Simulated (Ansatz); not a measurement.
Frontier orbitals of FH3NNbO2, SMILES `[NH2][Nb](=[O])([OH])[F]`.

Total charge 0; spin multiplicity 1. Correlated methods include outer-core shells of Nb, which these sets cover unevenly. Nb takes the def2 core potential. Geometry: relaxed with PBE0-D4/def2-TZVP. It is one conformer, not always the lowest. Basis def2-TZVPP, Ansatz.

```
             functional  HOMO (eV)  LUMO (eV)  gap (eV)
            LDA (SPW92)      -7.07      -2.27      4.80
                    PBE      -6.83      -2.02      4.81
                 r2SCAN      -7.16      -1.89      5.27
                 B97M-V      -7.20      -1.83      5.37
                   PBE0      -8.30      -1.16      7.14
                r2SCANh      -7.71      -1.57      6.14
HSE06 (plane-wave form)      -7.89      -1.55      6.34
                ωB97M-V     -10.65       0.68     11.33
```

From PBE to PBE0 the HOMO moves by −1.47 eV and the LUMO by +0.86 eV, and with ωB97M-V by −3.82 and +2.70 eV, so the gap grows from 4.81 to 11.33 eV with exact exchange. A positive LUMO is unbound and depends on the basis.
